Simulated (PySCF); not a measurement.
## Two-component Hartree-Fock for Sb³⁹⁺ (antimony, charge +39)

Start: [Ne] 3s2. Calculated with PySCF 2.14 in an even-tempered Gaussian basis (18 s from 2.8 bohr⁻², ratio 2.6; 14 p from 3.6 bohr⁻², ratio 2.6; 6 d from 3.7 bohr⁻², ratio 2.8; 4 f from 53 bohr⁻², ratio 2.8): generalised Hartree-Fock with the X2C-1e Hamiltonian and a Gaussian nucleus; spin-orbit coupling (SO) screened by Boettger's factors.

```
spinor shell  electrons  ε, screened SO (eV)  weight of nominal j (screened SO)  rms radius, screened SO (bohr)
       1s1/2          2             -33095.7                              1.000                          0.0325
       2s1/2          2              -7064.0                              1.000                           0.130
       2p1/2          2              -6771.3                              1.000                           0.112
       3s1/2          2              -2815.5                              1.000                           0.312
```

Q: Where does 2p3/2 lie, and what is the 2p spin-orbit splitting (screened SO)?

A: At -6508.2 eV, 263.08 eV above 2p1/2.

```csv
quantity,screened SO
E (hartree),-5129.74267
M_J,0
⟨J²⟩,0.000
⟨L²⟩,0.007
⟨S²⟩,0.007
```

Breit and QED terms are absent; they matter most for the inner s and p1/2 levels.

Densities and radii are taken from the X2C orbitals without a picture-change correction, which distorts them close to the nucleus.
